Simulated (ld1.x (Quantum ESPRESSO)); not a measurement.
# Scattering properties, TM potential for Pb

Pb (Z = 82), norm-conserving Troullier–Martins (Kleinman–Bylander form), made with ld1.x (Quantum ESPRESSO) 7.5 (LDA (PZ), scalar-relativistic). Core [Xe] 4f14 5d10, reference 6s2 6p2. Waves: 6p (bound): rc 2.65 bohr; 6d channel at 0.3 Ry: rc 2.55 bohr; 6s (bound): rc 1.90 bohr. Local part: the s channel. Core correction: Bessel-smoothed model core inside 1.40 bohr.

The phase is arctan(r·u′/u) with u = r·R(r), unwrapped; energies in Ry, scanned from -3 to 5 Ry. A pole is an energy at which the radial function vanishes at the test radius. The pseudo phase is shifted by a multiple of π to meet the all-electron one at the reference energy, and phase errors are pseudo minus all-electron; the curves can meet again beyond the range given. Levels narrower than the energy grid can be missing from the lists of poles.

| channel | radius (bohr) | reference energy (Ry) | poles, all-electron | poles, pseudo | unbroken range about the reference energy with phases within 0.05 rad | phase error 1 Ry above the reference energy (rad) |
| --- | --- | --- | --- | --- | --- | --- |
| s | 2.89 | -0.91 | -0.12 | -0.12 | below 1.8 | -0.002 |
| p | 2.89 | -0.27 | 1.33 | 1.27 | below 2.7 | -0.005 |
| d | 2.89 | 0.30 | -1.49, 3.70 | 2.48 | -1.0 to 0.8 | -0.370 |

Note: ghost state, extra bound levels that the all-electron valence spectrum of the same l lacks: d at -120.1 eV. A true bound ghost makes a file unfit for plane-wave use.

Phases in the d channel:

```
E (Ry)  all-electron  pseudo
 -3.00         1.361  -1.755
 -2.52         1.334  -1.768
 -2.04         1.273  -1.786
 -1.56        -1.326  -1.808
 -1.08        -1.784  -1.838
 -0.60        -1.861  -1.883
 -0.12        -1.952  -1.959
  0.36        -2.115  -2.115
  0.84        -2.534  -2.612
  1.32        -3.589  -3.957
  1.80        -4.260  -4.493
  2.28        -4.491  -4.667
  2.76        -4.600  -4.763
  3.24        -4.666  -4.839
  3.72        -4.714  -4.919
  4.20        -4.755  -5.028
  4.68        -4.794  -5.224
```
